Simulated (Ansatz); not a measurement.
acetone (C₃H₆O), singlet, geometry from GFN2-xTB; B3LYP-D4/def2-SV(P) run with Ansatz (an electronic-structure program).

The Ansatz input:
Ansatz 0.2 input:
```yaml
crystal:
  periodic: [false, false, false]
  atoms:
    - {symbol: O, position_ang: [-0.00202356, 0.00502782, 1.40163302]}
    - {symbol: C, position_ang: [-0.00028613, 0.00071094, 0.19819253]}
    - {symbol: C, position_ang: [-0.00598572, 1.26596943, -0.62421820]}
    - {symbol: C, position_ang: [0.00777494, -1.27041500, -0.61510003]}
    - {symbol: H, position_ang: [0.00018810, 2.13672408, 0.02569315]}
    - {symbol: H, position_ang: [-0.00028442, -2.13648476, 0.04102096]}
    - {symbol: H, position_ang: [-0.89240581, 1.29081337, -1.25420279]}
    - {symbol: H, position_ang: [0.86770223, 1.28962202, -1.27163889]}
    - {symbol: H, position_ang: [0.89601009, -1.29976872, -1.24232811]}
    - {symbol: H, position_ang: [-0.86404026, -1.29872071, -1.26485435]}
basis:
  gaussian:
    orbitals: def2-SV_P_.json
hamiltonian:
  xc: b3lyp
  dispersion: d4
```
The basis file holds def2-SV(P) in the JSON format of the Basis Set Exchange.

It wrote (shortened):

```
Functional definition: B3LYP
758 factors; integrals over basis functions are off by at most 1.1e-3 eV
mean field evaluation 1: about -5243.9755 eV, gradient 5.9e1 eV
mean field evaluation 2: about -5239.7109 eV, gradient 7.5e1 eV
mean field evaluation 4: about -5251.7141 eV, gradient 1.9e0 eV
mean field evaluation 8: about -5251.7166 eV, gradient 9.3e-2 eV
mean field evaluation 16: about -5251.7167 eV, gradient 1.5e-5 eV
mean field -5251.71666336 eV, -192.9970276372 hartree, gradient 1.5e-5 eV, S^2 0.000000; 0 other end points of the search recorded, 0 dependent functions left out
reference -5251.71687977 eV, -192.9970355900 hartree; 16, 16 occupied and 52, 52 virtual orbitals, 758 factors
Total energy: -5251.94867713 eV, -193.0055539857 hartree
```
